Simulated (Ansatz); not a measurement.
Isolated molecules relaxed with PBE0-D4/def2-TZVP in Ansatz; ΔE leaves out vibrations. CBS: MP2 limit from def2 TZ/QZ plus the TZ coupled-cluster correction, frozen cores. This one scheme is used for every species. Functionals use def2-TZVPP. HSE06 is defined as in plane-wave codes. Open shells (•) are unrestricted, without spin–orbit coupling. Each species was taken in one conformer, which may not be the lowest.

`[F][AlH][S][SiH3]` → `[F][AlH]`• + `[SiH3][S]`•  (homolysis of the Al–S bond)

(1) What is ΔE at CCSD(T)/CBS? (Best estimate.)

(2) What do these levels give: CAM-B3LYP-D4, ωB97M-V, PBE0, HSE06, HF/def2-SVP, CCSD/def2-SVP? (Best estimate.)

(3) What do rigid-rotor, harmonic-oscillator terms from PBE0-D4/def2-TZVP frequencies (298.15 K, 1 bar) make of the CCSD(T)/CBS value? (Estimate.)

Largest T1 diagnostic among the species: 0.016.

Results:

(1) Ansatz gave: +4.33 eV.

(2) The calculation gave: CAM-B3LYP-D4 4.05, ωB97M-V 4.31, PBE0 4.06, HSE06 4.06, HF/def2-SVP 3.18, CCSD/def2-SVP 3.98 eV.

(3) The calculation gave: ΔZPE = -0.13 eV, ΔH = +4.21 eV, ΔS = 148 J/(mol·K), ΔG = +3.75 eV. Open shells count their whole term as degenerate. Modes under 50 cm⁻¹ make the entropy rough.

In def2-TZVPP, CCSD(T) changes the Hartree–Fock value by +1.06 eV (the triples alone add +0.10 eV) and MP2 by +1.23 eV; breaking electron pairs costs correlation energy, which Hartree–Fock lacks. Leaving LDA and LC-ωPBE aside and taking each functional with its dispersion term where it has one, the values, not all of them listed here, spread over 0.39 eV, from BLYP-D4 to ωB97M-V. LDA lies +0.54 eV from PBE without D4, its usual overbinding. From BLYP to BHLYP (50 % exact exchange), in def2-TZVPP and without D4, ΔE moves by +0.17 eV.
